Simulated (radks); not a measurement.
Problem. The oxygen anion O2-, [Ne], held by a Watson sphere: a shell of charge +1.65 at radius R that stands for the Madelung well of a crystal (potential energy -1.65/R inside, -1.65/r outside, in hartree with lengths in bohr). Method: scalar-relativistic Kohn-Sham, LDA (Slater exchange, Perdew-Wang correlation), spin-polarised, spherical densities, finite nucleus; Fermi nuclear charge, rms radius of each element as measured or else 0.836 A^(1/3) + 0.57 fm; computed with a radial shooting solver on a logarithmic mesh with Libxc functionals. Response by self-consistent Sternheimer equations with the Hartree and adiabatic LDA kernel, the relativistic mass of each level held fixed and spin-orbit coupling left out. The sphere does not respond.

| R (bohr) | e(1s) (eV) | e(2s) (eV) | e(2p) (eV) | <r> 2p (bohr) | sum of <r^2> (bohr^2) | X-ray form factor at sin(theta)/lambda = 0.1 1/angstrom | alpha (bohr^3) |
|---|---|---|---|---|---|---|---|
| 2.54 | -501.61 | -16.946 | -3.236 | 1.654 | 27.23 | 8.382 | 33.56 |
| 2.72 | -501.56 | -16.596 | -2.922 | 1.690 | 28.60 | 8.331 | 39.87 |
| 2.89 | -501.50 | -16.305 | -2.652 | 1.724 | 29.91 | 8.285 | 46.86 |
| 3.21 | -501.37 | -15.849 | -2.209 | 1.785 | 32.48 | 8.204 | 63.34 |
| 3.88 | -501.10 | -15.185 | -1.511 | 1.909 | 38.44 | 8.057 | 118.1 |

Estimate the row for R = 2.39 bohr.

Solution. e(1s) (eV) -501.63; e(2s) (eV) -17.276; e(2p) (eV) -3.521; <r> 2p (bohr) 1.622; sum of <r^2> (bohr^2) 26.12; X-ray form factor at sin(theta)/lambda = 0.1 1/angstrom 8.427; alpha (bohr^3) 29.04.
